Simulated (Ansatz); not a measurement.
Job for Ansatz (a first-principles code): R-PBE0/def2-TZVPP on FH3PbSi (SMILES [F][Pb][SiH3]), a point of a torsion scan. Elements past Kr take the def2 small-core potentials; no spin–orbit coupling.

Ansatz 0.2 input:
```yaml
crystal:
  periodic: [false, false, false]
  atoms:
    - {symbol: F, position_ang: [2.71296217, 0.77230876, -0.05886099]}
    - {symbol: Pb, position_ang: [1.78325743, -1.12929473, 0.03005244]}
    - {symbol: Si, position_ang: [-0.68867325, -0.06444731, 0.01293718]}
    - {symbol: H, position_ang: [-1.17528817, 0.33631955, -1.31053706]}
    - {symbol: H, position_ang: [-0.90467072, 1.10862960, 0.85494024]}
    - {symbol: H, position_ang: [-1.72341749, -1.00940251, 0.46631148]}
basis:
  gaussian:
    orbitals: def2-TZVPP
hamiltonian:
  xc: {name: PBE0}
scf: {lower_state_search: off}
```

The head of its log:

```
WARN ansatz: RAYON_NUM_THREADS=1 ignored (pool sized by the plan → 1); use --threads N
Functional definition: PBE0
these checks for a lower state are left out or cut short: stability, starts, cluster_reference, orbital_swaps, neighbouring_geometries, increment
integrals: 0.08 GiB planned
1054 factors; their error is unknown
mean field: 0.66 GiB planned
mean field evaluation 1: about -15883.2931 eV, gradient 4.6e1 eV
mean field evaluation 2: about -15818.8786 eV, gradient 1.8e2 eV
```

Task: Give the final energy of this run.

Result: -583.8627 hartree.
